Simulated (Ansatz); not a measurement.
Two isomers of C3H4SSi: A = `C#C[SiH]1CS1`, B = `C#CC1[SiH2]S1`.

Computed with Ansatz on PBE0-D4/def2-TZVP structures; ΔE is electronic, products minus reactants. CCSD(T)/CBS adds triple-zeta CCSD(T) − MP2 to the extrapolated MP2 energy (def2 sets, frozen cores). DFT in def2-TZVPP. B3LYP here is the variant with VWN-RPA as its local correlation; programs differ in this.

**Question.** Which is lower in electronic energy at CCSD(T)/CBS, and by how much? (Best estimate.)

**Answer.** Ansatz gave: A, by 57.0 kJ/mol.

**Question.** Give E(B) − E(A) in kJ/mol with PBE0-D4, B2PLYP, CCSD(T)/def2-TZVPP, HF/def2-TZVPP, BLYP-D4, CCSD/def2-TZVPP, B3LYP. (Best estimate.)

**Answer.** Ansatz gave: PBE0-D4 48.4, B2PLYP 54.4, CCSD(T)/def2-TZVPP 56.1, HF/def2-TZVPP 57.8, BLYP-D4 48.6, CCSD/def2-TZVPP 56.4, B3LYP 51.8. None reverses the order clearly.

**Question.** Does the order hold for the free energy at 298.15 K (harmonic terms from PBE0-D4)? (Best estimate.)

**Answer.** Computed: Yes: G(B) − G(A) = +52.5 kJ/mol.

Largest T1 diagnostic: 0.013.

At CCSD(T), def2-SVP lies −16.1 kJ/mol from the extrapolated value and def2-TZVPP −1.0 kJ/mol. Leaving LDA and LC-ωPBE aside and taking each functional with its dispersion term where it has one, the values, not all of them listed here, spread over 9.4 kJ/mol, from revPBE-D4 to B97M-V. LDA lies −9.3 kJ/mol from PBE without D4.
